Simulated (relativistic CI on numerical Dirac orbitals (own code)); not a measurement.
## What each ingredient does to the levels of Pr XXI

Base calculation: Dirac-Coulomb-Breit CI, KLI orbitals optimised for each configuration, model QED (radiative potential, 1s self-energy scaled to tabulated hydrogen-like ionisation energies), unscaled Slater integrals.

CI space (outside the closed core [Ar] 3d10): 4s²4p⁶4d³, 4s²4p⁵4d⁴, 4s²4p⁶4d²4f, 4s4p⁶4d⁴, 4s²4p⁵4d³4f, 4s²4p⁶4d²5s, 4s4p⁶4d³4f, 4s²4p⁶4d²5p, 4s²4p⁶4d4f5s, 4s²4p⁶4d²5d, 4s²4p⁶4d5s5p, 4s²4p⁵4d³5s, 4s²4p⁶4d²5f, 4s²4p⁵4d³5p, 4s²4p⁶4d²6s, 4s²4p⁶4d²5g, 4s²4p⁶4d²6p, 4s4p⁶4d³5s, 4s²4p⁶4d²6f, 4s²4p⁶4d²7s, 4s²4p⁶4d4f², 4s²4p⁶4f³, 4s²4p⁵4d4f³, 4s²4p⁶4f²5s, 4s4p⁶4d4f³, 4s²4p⁶4d5s², 4s²4p⁶4f5s², 4s²4p⁵4d4f5s², 4s4p⁶4d4f5s², 4s²4p⁶4d5p², 4s²4p⁶4f5p², 4s²4p⁵4d4f5p², 4s²4p⁶5s5p², 4s4p⁶4d4f5p². Double excitations out of closed p, d and f shells are left out; levels of such configurations are missing from the list, as are those of other unlisted configurations, and high levels can miss mixing partners. These lack a partner that the ground configuration has and come out too high: 4s²4p⁶4d²5p, 4s²4p⁶4d²5d, 4s²4p⁵4d³5s, 4s²4p⁶4d²5f, 4s²4p⁵4d³5p.

The lowest level and the first level of each name with at least 55 % of one term (blank where a level has no safe partner in the second run):

```csv
Level,Base (cm⁻¹),Shift (cm⁻¹)
4s²4p⁶4d³ ⁴F3/2,0,0
4s²4p⁶4d³ ⁴F5/2,23043,+39
4s²4p⁶4d³ ⁴F7/2,38481,+396
4s²4p⁶4d³ ⁴P1/2,50285,+2007
4s²4p⁶4d³ ²G7/2,71895,+1168
4s²4p⁶4d³ ⁴P5/2,75424,+2302
4s²4p⁶4d³ ²P1/2,93038,+965
4s²4p⁶4d³ ²H11/2,97118,+1769
4s²4p⁶4d³ ²D5/2,105129,+3296
4s²4p⁶4d³ ²F5/2,115002,+3652
4s²4p⁶4d³ ²G9/2,117915,+1310
4s²4p⁶4d³ ²F7/2,119009,+3930
4s²4p⁶4d³ ²P3/2,130757,-116
4s²4p⁵4d⁴ ⁶D°5/2,819676,
4s²4p⁵4d⁴ ⁶D°7/2,824461,
4s²4p⁵4d⁴ ⁶D°9/2,831799,
4s²4p⁵4d⁴ ⁶D°1/2,837997,
4s²4p⁵4d⁴ ⁶F°11/2,860818,
4s²4p⁵4d⁴ ⁴D°1/2,883674,
4s²4p⁵4d⁴ ⁴H°13/2,901094,
4s²4p⁵4d⁴ ⁴I°15/2,912426,
```

At this charge energies of transitions that change n are usually good to better than 1 %, and those within a shell (Δn = 0) to a few per cent. Terms inside the open d or f shell come out 10 to 20 % too wide with unscaled integrals.

Problem. One thing was changed in a second run, which moved the levels as shown. Which?
A. only the first configuration
B. QED terms removed
C. Breit term removed
D. non-relativistic limit
E. P86 correlation estimate

Solution. A. Only the first configuration. With fewer configurations the levels that remain lose their mixing partners.

LS names give the leading component of a level, which can be under half, so a name can repeat, a term be missing and a line seem to break the LS rules.
